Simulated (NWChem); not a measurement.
A series in which one site is exchanged, each optimised at PBE0/def2-SVP with NWChem, gas phase unless a solvent is named. Some are not confirmed as minima by frequencies. def2 effective core potentials on I; no spin-orbit coupling.

A: [MgH][Cl] (MgHCl; site = H)
B: [F][Mg][Cl] (MgClF; site = F)
C: [Mg]([I])[Cl] (MgICl; site = I)
D: [Cl][Mg][Cl] (MgCl$_{2}$; site = Cl)

### Question
Rank them by lowest singlet excitation, PBE/def2-SVPD, TDA (eV), lowest first.

### Answer
C (4.22), D (5.10), B (5.21), A (5.69)
